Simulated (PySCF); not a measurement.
**Nd(54+) (neodymium, charge +54) across methods**

[He] 2s2 2p2, high-spin 3P determinant. Calculation: PySCF 2.14, in an uncontracted even-tempered set (19 s from 30 bohr⁻², ratio 2.2; 12 p from 39 bohr⁻², ratio 2.2; 5 d from 150 bohr⁻², ratio 2.4; 5 f from 220 bohr⁻², ratio 2.4; 4 g from 330 bohr⁻², ratio 2.4); scalar relativity by spin-free X2C-1e.

| method | E (hartree) | mean ε 2s α (eV) | mean ε 2s β (eV) | mean ε 2p α (eV) | Σ⟨r²⟩ (bohr²) | ⟨S²⟩ |
| --- | --- | --- | --- | --- | --- | --- |
| PBE | -5469.28 | -11512.4 | -11461.1 | -10910.5 | 0.04036 | 2.000 |
| BHandHLYP | -5469.56 | -11584.4 | -11508.6 | -10979.0 | 0.04034 | 2.000 |
| UHF | -5468.99004 | -11654.0 | -11553.5 | -11044.5 | 0.04034 | 2.000 |
| PBE0 | -5469.25 | -11548.1 | -11484.7 | -10944.2 | 0.04035 | 2.000 |
| r2SCAN | -5469.41 | -11529.4 | -11467.1 | -10926.6 | 0.04034 | 2.000 |
| LDA | -5462.54 | -11502.8 | -11450.6 | -10903.1 | 0.04040 | 2.000 |
| BLYP | -5469.89 | -11513.6 | -11462.0 | -10912.2 | 0.04035 | 2.000 |

Spin-orbit coupling is strong in this species (close to jj coupling), so the high-spin LS determinant is a model state, not a physical level.
